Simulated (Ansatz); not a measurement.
Program: Ansatz. Geometries: PBE0-D4/def2-TZVP. ΔE: electronic, gas phase. CBS: MP2 limit from def2 TZ/QZ plus the TZ coupled-cluster correction, frozen cores. This one scheme is used for every species. One conformer a species, not always the lowest.

`[F][AlH][SH]` + `C[SiH2]C` → `C[SiH2][CH2][AlH][SH]` + H–F  (formal exchange of groups at the Al–F bond)

```json
{"species": "`[F][AlH][SH]`", "CCSD/def2-TZVPP energy (Eh)": "-740.77487"}
{"species": "`C[SiH2]C`", "CCSD/def2-TZVPP energy (Eh)": "-369.92669"}
{"species": "`C[SiH2][CH2][AlH][SH]`", "CCSD/def2-TZVPP energy (Eh)": "-1010.29717"}
{"species": "H–F", "CCSD/def2-TZVPP energy (Eh)": "-100.33828"}
```

(1) Work out ΔE.

Largest T1 diagnostic among the species: 0.012.

Results:

(1) ΔE = (-1010.29717) + (-100.33828) − (-740.77487) − (-369.92669) = 0.06611 Eh = +41.5 kcal/mol. CCSD(T)/CBS gives +40.1 kcal/mol.

In def2-TZVPP, CCSD(T) changes the Hartree–Fock value by −7.1 kcal/mol (the triples alone add −1.2 kcal/mol) and MP2 by −7.3 kcal/mol. The D4 term adds −3.7 kcal/mol with B3LYP and −2.1 kcal/mol with PBE0; it sums over pairs of atoms, weighted by their polarisabilities, and B3LYP, whose exchange is more repulsive, gets the larger term.

B3LYP here is the variant with VWN-RPA as its local correlation; programs differ in this.
